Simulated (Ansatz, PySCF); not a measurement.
Spin states of H2Mo (SMILES [MoH2]), each relaxed with B3LYP-D3(BJ)/def2-TZVP.
State 1 (charge 0, multiplicity 5):
```xyz
3

Mo     0.59833     0.12875     0.21854
H     -0.09059    -1.41145    -0.07159
H     -0.54091     1.33007    -0.21728
```
State 2 (charge 0, multiplicity 1):
```json
[
 {"atom": "Mo", "x (Å)": "0.6216", "y (Å)": "0.1332", "z (Å)": "0.2278"},
 {"atom": "H", "x (Å)": "-0.1094", "y (Å)": "-1.3684", "z (Å)": "-0.0785"},
 {"atom": "H", "x (Å)": "-0.5454", "y (Å)": "1.2826", "z (Å)": "-0.2196"}
]
```

```tsv
level	energy of the multiplicity-1 state less that of the multiplicity-5 state (kcal/mol)	cost
SVWN5/def2-TZVPP	58.24	×0.6
PBE/def2-TZVPP	62.02	×1
PBE-D3(BJ)/def2-TZVPP	62.01	×1
PBE-D4/def2-TZVPP	62.01	×1
BLYP/def2-TZVPP	51.89	×0.9
BLYP-D3(BJ)/def2-TZVPP	51.89	×0.9
BLYP-D4/def2-TZVPP	51.86	×0.9
r2SCAN/def2-TZVPP	73.02	×2
r2SCAN-D3(BJ)/def2-TZVPP	73.02	×2
r2SCAN-D4/def2-TZVPP	73.02	×2
B97M-V/def2-TZVPP	61.92	×4
r2SCANh/def2-TZVPP	73.77	×1
B3LYP/def2-TZVPP	54.73	×0.8
B3LYP-D3(BJ)/def2-TZVPP	54.72	×0.8
B3LYP-D4/def2-TZVPP	54.71	×0.8
PBE0/def2-TZVPP	65.80	×0.5
PBE0-D3(BJ)/def2-TZVPP	65.80	×0.5
PBE0-D4/def2-TZVPP	65.80	×0.5
BHLYP/def2-TZVPP	58.28	×0.9
BHLYP-D3(BJ)/def2-TZVPP	58.27	×0.9
BHLYP-D4/def2-TZVPP	58.27	×0.9
CAM-B3LYP/def2-TZVPP	55.84	×1
CAM-B3LYP-D3(BJ)/def2-TZVPP	55.84	×1
CAM-B3LYP-D4/def2-TZVPP	55.84	×1
wB97X-V/def2-TZVPP	49.93	×2
wB97M-V/def2-TZVPP	52.22	×2
B2PLYP/def2-TZVPP	56.88	×0.9
B2PLYP-D3(BJ)/def2-TZVPP	56.88	×0.9
B2PLYP-D4/def2-TZVPP	56.88	×0.9
CCSD/def2-SVP	64.37	-
CCSD/def2-TZVPP	62.08	-
CCSD(T)/def2-SVP	60.78	×1
CCSD(T)/def2-TZVPP	58.02	×10
CCSD(T)/CBS(def2-SVP, def2-TZVPP)	56.82	×10
```

The rows run from 49.93 (wB97X-V/def2-TZVPP) to 73.77 kcal/mol (r2SCANh/def2-TZVPP). From def2-SVP to def2-TZVPP CCSD(T) changes by -2.75. The dispersion term adds 0.00 in PBE-D3(BJ), -0.01 in PBE-D4, -0.01 in BLYP-D3(BJ). The 13 functionals in def2-TZVPP without D3 or D4 span 23.84, from wB97X-V to r2SCANh.

Singlets are restricted, other states unrestricted; no spin–orbit coupling, no relativity up to Kr; see below for the cores. The largest T1 diagnostic is 0.033.

Correlated levels freeze the inner cores; with def2 sets outer-core shells near the valence are correlated too. CBS: X⁻³ extrapolation of the correlation energy, Hartree–Fock from the larger set.

Doubts at one or more of the structures used: a restricted determinant that unrestricted orbitals would lower (B2PLYP/def2-TZVPP, B2PLYP-D3(BJ)/def2-TZVPP, B2PLYP-D4/def2-TZVPP, CCSD/def2-SVP, CCSD/def2-TZVPP, CCSD(T)/def2-SVP, CCSD(T)/def2-TZVPP, CCSD(T)/CBS(def2-SVP, def2-TZVPP)).

Programs: Ansatz (Gaussian orbitals); PySCF for the dispersion terms. Each number belongs to the level named beside it. In def2 rows elements past Kr take small-core potentials, without spin–orbit coupling.

Costs are rough ratios of core time to PBE/def2-TZVPP (about 7 s over the structures, on one shared machine); a dash marks a level with no comparable run of its own.

Ansatz is an electronic-structure program.
